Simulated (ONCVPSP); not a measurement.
**Varying the ONCV potential for O**

Base potential:

* Element: O
* Generator: ONCVPSP 4.0.1
* Type: optimised norm-conserving Vanderbilt (ONCV)
* Functional: PBE
* Relativity: scalar-relativistic
* Frozen core: [He]
* Valence charge: 6
* Reference configuration: 2s2 2p3.5 (charge +0.5)
* Partial waves: 2s: rc 0.80 bohr, ncon 3, nbas 6, qcut 8.5 1/bohr, 2 projectors, debl 3.7 Ha; 2p: rc 1.30 bohr, ncon 4, nbas 7, qcut 10.7 1/bohr, 3 projectors, debl 1.3 Ha; d scattering state at 0.07 Ha: rc 1.05 bohr, ncon 4, nbas 9, qcut 9.8 1/bohr, 2 projectors, debl 1.3 Ha
* Local potential: polynomial inside 0.50 bohr (lpopt 3, dvloc0 0 Ha)
* Core correction: Teter function, fcfact 4, rcfact 1.05

Cutoffs, loose and tight: the cutoffs (Ha) at which the residual kinetic energy of the hardest occupied pseudo-wave falls to 1 and 0.1 mHa per electron. They do not see the model core or the augmentation charge, which bear on the density cutoff. Test errors are all-electron minus pseudo excitation energies from the reference, over the configurations 2s2 2p4; 2s2 2p3; 2s2 2p2; 2s2 2p0. A dash means not determined; rows that change the core or the reference have their own tests.

| change | outcome | cutoff, loose | cutoff, tight | bound ghosts | GHOST(+) flags above zero | largest test error (meV) |
| --- | --- | --- | --- | --- | --- | --- |
| base | generated | 38 Ha | 131 Ha | none | none | +1317 |
| core correction Teter function, fcfact 4, rcfact 1.18 | generated | 38 Ha | 131 Ha | none | none | +1303 |
| functional BLYP | generated | 39 Ha | 131 Ha | none | none | +1320 |
| s: debl 4.8 | generated | 38 Ha | 131 Ha | none | none | +1317 |

(1) What comes out with this change to the base: all radii but the core radius scaled by about 0.77 (s 0.62, p 1.00, d 0.80 bohr); local potential polynomial inside 0.38 bohr (lpopt 3, dvloc0 0 Ha)?

Answers

(1) outcome: generated; cutoff, loose: 49 Ha; cutoff, tight: 148 Ha; bound ghosts: none; GHOST(+) flags above zero: s, d; largest test error (meV): +800.
